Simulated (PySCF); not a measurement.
A side-by-side comparison of computed properties.

First species: C₄H₆N₂O₂S.
SMILES with atom numbers: `[CH3:1][O:2][c:3]1[n:4][n:5][s:6][c:7]1[O:8][CH3:9]` (hydrogens: H10, H11, H12 on C1; H13, H14, H15 on C9)

Second species: C₅H₇FN₂.
SMILES: `CCn1ccc(F)n1`

Levels: wB97X-D/def2-SVPD for dipole moment, HOMO energy, LUMO energy, HOMO–LUMO gap, static isotropic polarisability and electronic spatial extent ⟨r²⟩ about the centre of nuclear charge; TDDFT wB97X-D/def2-SVPD for lowest singlet excitation; TDA wB97X-D/def2-SVPD for lowest triplet excitation (Tamm–Dancoff); GFN2-xTB for rotational constant A and rotational constant C. Geometries: GFN2-xTB. Each structure is a single optimised conformer of the isolated species, non-relativistic unless stated; the electronic structure was computed with PySCF and density fitting.

Dipoles, sizes and rotational constants follow the conformer. The torsions of the flexible species, by atom-mapped SMILES:
- `[CH3:1][O:2][c:3]1[n:4][n:5][s:6][c:7]1[O:8][CH3:9]`: C1–O2–C3–N4 0°, S6–C7–O8–C9 180°
- `[CH3:1][CH2:2][n:3]1[cH:4][cH:5][c:6]([F:7])[n:8]1`: C1–C2–N3–C4 89°

Problem. Which has the higher HOMO–LUMO gap?

Solution. The second: 10.93 eV against 8.77 eV, a difference of 2.16 eV.

Problem. Which has the higher rotational constant C?

Solution. The second: 1.167 GHz against 0.828 GHz, a difference of 0.339 GHz.

Problem. Which of the two has the higher HOMO energy, and by how much?

Solution. The first: -8.34 eV against -8.99 eV, a difference of 0.65 eV.

Problem. Which has the higher static isotropic polarisability?

Solution. The first: 87.2 au against 71.2 au, a difference of 16.0 au.

Problem. Which of the two has the higher T1 energy, and by how much?

Solution. The second: 4.84 eV against 3.11 eV, a difference of 1.73 eV.

Problem. Which of the two has the higher S1 energy, and by how much?

Solution. The second: 6.57 eV against 4.31 eV, a difference of 2.26 eV.

Problem. Which has the higher ⟨r²⟩?

Solution. The first: 1340 bohr² against 1006 bohr², a difference of 334 bohr².

Problem. Which has the higher LUMO energy?

Solution. The second: 1.94 eV against 0.43 eV, a difference of 1.51 eV.

On the first: A dipole of 3.54 D is allowed in Cs, and pure rotational transitions are dipole-allowed. In atomic units the dipole is 1.39 e·bohr (1 au = 2.5417 D).

On the second: The dipole equals about 13.4 × 10⁻³⁰ C·m (1 D = 3.33564 × 10⁻³⁰ C·m). In wavenumbers S1 is 53000 cm⁻¹ (1 eV = 8065.54 cm⁻¹).
